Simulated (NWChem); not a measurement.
System: SiOH, doublet; SMILES [SiH]=O

Input file for NWChem:

```
start job
memory heap 200 mb stack 900 mb global 1100 mb
geometry units angstroms
  O     -0.057603    -1.025260     0.000000
  Si     0.164965     0.498836     0.000000
  H     -1.059680     1.425917     0.000000
end
basis spherical
  * library def2-tzvp
end
dft
  odft
  mult 2
  xc becke88 perdew86
  iterations 150
end
driver
  maxiter 120
end
task dft optimize
task dft freq
```

Parts of the log:

```
             Northwest Computational Chemistry Package (NWChem) 7.3.0
             --------------------------------------------------------

 CS  symmetry detected

                             Geometry "geometry" -> ""
                             -------------------------

 Output coordinates in angstroms (scale by  1.889725989 to convert to a.u.)

  No.       Tag          Charge          X              Y              Z
 ---- ---------------- ---------- -------------- -------------- --------------
    1 O                    8.0000    -0.01548420    -1.03824354     0.00000000
    2 Si                  14.0000     0.09423141     0.49810525     0.00000000
    3 H                    1.0000    -1.19536621     1.33247480     0.00000000

 Effective nuclear repulsion energy (a.u.)      44.9010431812

      Symmetry information
      --------------------

 Group name             Cs
 Group number              2
 Group order               2
 No. of unique centers     3

                                Z-matrix (autoz)
                                --------

 Units are Angstrom for bonds and degrees for angles

      Type          Name      I     J     K     L     M      Value
      ----------- --------  ----- ----- ----- ----- ----- ----------
    1 Stretch                  1     2                       1.54026
    2 Stretch                  2     3                       1.53598
    3 Bend                     1     2     3               118.81812

  perdew86 is a nonlocal functional; adding perdew81 local functional.

                           NWChem Geometry Optimization
                           ----------------------------

 maximum gradient threshold         (gmax) =   0.000450
 rms gradient threshold             (grms) =   0.000300
 maximum cartesian step threshold   (xmax) =   0.001800
 rms cartesian step threshold       (xrms) =   0.001200
 fixed trust radius                (trust) =   0.300000
 source of zmatrix                         =   autoz

          -------------------
          Energy Minimization
          -------------------

 Using diagonal initial Hessian
 Scaling for Hessian diagonals: bonds = 1.00  angles = 0.25  torsions = 0.10

          --------
          Step   0

                                 NWChem DFT Module
                                 -----------------

[...]

      ----------------------
      Optimization converged
      ----------------------

  Step       Energy      Delta E   Gmax     Grms     Xrms     Xmax
  ---- ---------------- -------- -------- -------- -------- --------
@    3    -365.34396578 -1.8D-09  0.00001  0.00000  0.00006  0.00013
                                     ok       ok       ok       ok

                                Z-matrix (autoz)
                                --------

 Units are Angstrom for bonds and degrees for angles

      Type          Name      I     J     K     L     M      Value     Gradient
      ----------- --------  ----- ----- ----- ----- ----- ---------- ----------
    1 Stretch                  1     2                       1.54549    0.00001
    2 Stretch                  2     3                       1.54375    0.00000
    3 Bend                     1     2     3               117.38671    0.00000

                         Geometry "geometry" -> "geometry"
                         ---------------------------------

 Output coordinates in angstroms (scale by  1.889725989 to convert to a.u.)

  No.       Tag          Charge          X              Y              Z
 ---- ---------------- ---------- -------------- -------------- --------------
    1 O                    8.0000    -0.02328391    -1.03680608     0.00000000
    2 Si                  14.0000     0.10646877     0.50322668     0.00000000
    3 H                    1.0000    -1.19980385     1.32591591     0.00000000

 Effective nuclear repulsion energy (a.u.)      44.7518494525

      Symmetry information
      --------------------

 Group name             Cs
 Group number              2
 Group order               2
 No. of unique centers     3

[...]

 Rotational Constants
 --------------------
 A=   9.749768 cm-1  ( 14.027427 K)
 B=   0.647768 cm-1  (  0.931972 K)
 C=   0.607412 cm-1  (  0.873910 K)

 Temperature                      =   298.15K
 frequency scaling parameter      =   1.0000

 Zero-Point correction to Energy  =    5.068 kcal/mol  (  0.008077 au)
 Thermal correction to Energy     =    6.968 kcal/mol  (  0.011104 au)
 Thermal correction to Enthalpy   =    7.560 kcal/mol  (  0.012047 au)

 Total Entropy                    =   56.539 cal/mol-K
   - Translational                =   37.320 cal/mol-K (mol. weight =  44.9797)
   - Rotational                   =   18.673 cal/mol-K (symmetry #  =        1)
   - Vibrational                  =    0.546 cal/mol-K

 Cv (constant volume heat capacity) =    7.316 cal/mol-K
   - Translational                  =    2.979 cal/mol-K
   - Rotational                     =    2.979 cal/mol-K
   - Vibrational                    =    1.357 cal/mol-K

[normal modes left out]

 ----------------------------------------------------------------------------
 Normal Eigenvalue ||           Projected Infra Red Intensities
  Mode   [cm**-1]  || [atomic units] [(debye/angs)**2] [(KM/mol)] [arbitrary]
 ------ ---------- || -------------- ----------------- ---------- -----------
    1       -0.000 ||    0.004789           0.110         4.669       3.271
    2       -0.000 ||    0.009425           0.217         9.188       6.438
    3        0.000 ||    0.009397           0.217         9.161       6.419
    4        0.000 ||    0.004365           0.101         4.256       2.982
    5        0.000 ||    0.001448           0.033         1.411       0.989
    6        0.000 ||    0.000018           0.000         0.017       0.012
    7      579.101 ||    0.011014           0.254        10.737       7.523
    8     1124.192 ||    0.018771           0.433        18.299      12.822
    9     1843.677 ||    0.072533           1.673        70.709      49.544
 ----------------------------------------------------------------------------
```

Level: BP86/def2-TZVP, spin-unrestricted. In the optimisation the excess spin sits in a' (Cs, its own frame). No stability test was run on the SCF state.
